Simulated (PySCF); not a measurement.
Se(OH)(SiH3) (H4OSeSi), SMILES O[Se][SiH3]. Atoms are numbered in the order given.

```xyz
7

Se     0.1107    -0.2900     0.6392
O      0.8658    -1.3637    -0.6616
H      1.7866    -1.0637    -0.7207
Si    -0.7025     1.2253    -0.8705
H     -1.4194     2.2644    -0.0713
H     -1.6376     0.5656    -1.8251
H      0.4172     1.8492    -1.6359
```

Geometry optimised at r2SCAN-D4/def2-SVP. The values are those of a single conformer.

The numbers are results of HF/pcSseg-1 in PySCF, not measurements.

GIAO shieldings, no solvent; atoms alike by connectivity are averaged. δ = σ(ref) − σ: ⁷⁷Se against Me2Se (σ = 1942.8 ppm); ¹⁷O against H2O (σ = 333.0 ppm); ¹H against TMS (σ = 31.99 ppm); ²⁹Si against TMS (σ = 393.8 ppm), references at their B3LYP-D3(BJ)/def2-TZVP geometries, non-relativistic.

```json
[
 {"nucleus": "⁷⁷Se", "atoms": "Se1", "count": "1", "δ (ppm)": "926.3"},
 {"nucleus": "¹⁷O", "atoms": "O2", "count": "1", "δ (ppm)": "-124.1"},
 {"nucleus": "¹H", "atoms": "H5, H6, H7", "count": "3", "δ (ppm)": "4.95"},
 {"nucleus": "¹H", "atoms": "H3", "count": "1", "δ (ppm)": "0.82"},
 {"nucleus": "²⁹Si", "atoms": "Si4", "count": "1", "δ (ppm)": "-47.7"}
]
```
